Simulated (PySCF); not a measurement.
# [FeCl5]2-: what the settings change

[FeCl5]2- holds Fe(III), d5, at total charge -2. The structure is a PBE0-D3(BJ)/def2-TZVP, IEF-PCM water geometry optimised for multiplicity 6; coordination trigonal bipyramidal, point group C2v, metal–donor distances 2.29–2.40 Å.

```
6

Fe    0.000    0.000    0.000
Cl   -0.009    0.000    2.400
Cl   -0.009    0.000   -2.400
Cl    2.285    0.000    0.000
Cl   -1.116    2.001    0.000
Cl   -1.116   -2.001    0.000
```

Method (PySCF 2.14, density fitting): CASSCF(5,5) with orbitals averaged over all microstates of the shell, strongly contracted NEVPT2 on the averaged canonical orbitals; basis x2c-TZVPall on the metal, x2c-SVPall elsewhere; spin-free X2C; IEF-PCM water; spin-orbit coupling by state interaction with the mean-field operator over all roots.

Base run: NEVPT2 ground state 6A1, next 4A2 at 15989, then 4B1 at 16076 cm⁻¹, B(CASSCF) 1092, ζ 408 cm⁻¹, D -0.56 cm⁻¹, g 2.002 2.002 2.002, μeff(300 K) 5.92 μB.

Problem. What happens with the basis x2c-TZVPall on all atoms?

Solution. NEVPT2 ground state 6A1, next 4A2 at 16083, then 4B1 at 16173 cm⁻¹, B(CASSCF) 1093, ζ 408 cm⁻¹, D -0.56 cm⁻¹, g 2.002 2.002 2.002, μeff(300 K) 5.92 μB. It took 27 s against 14 s on a shared host of the same kind.

Problem. What happens with orbitals averaged over the highest spin alone?

Solution. NEVPT2 ground state 6A1, next 4A2 at 20156, then 4B1 at 20235 cm⁻¹, B(CASSCF) 1190, ζ 440 cm⁻¹, D -0.31 cm⁻¹, g 2.002 2.002 2.002, μeff(300 K) 5.92 μB.

No frequencies were computed for the optimised geometry. Charge-transfer states lie outside this active space and may come lower than some of these levels. NEVPT2 on the d shell alone tends to put d–d bands too high for such charged or covalently bound ions.
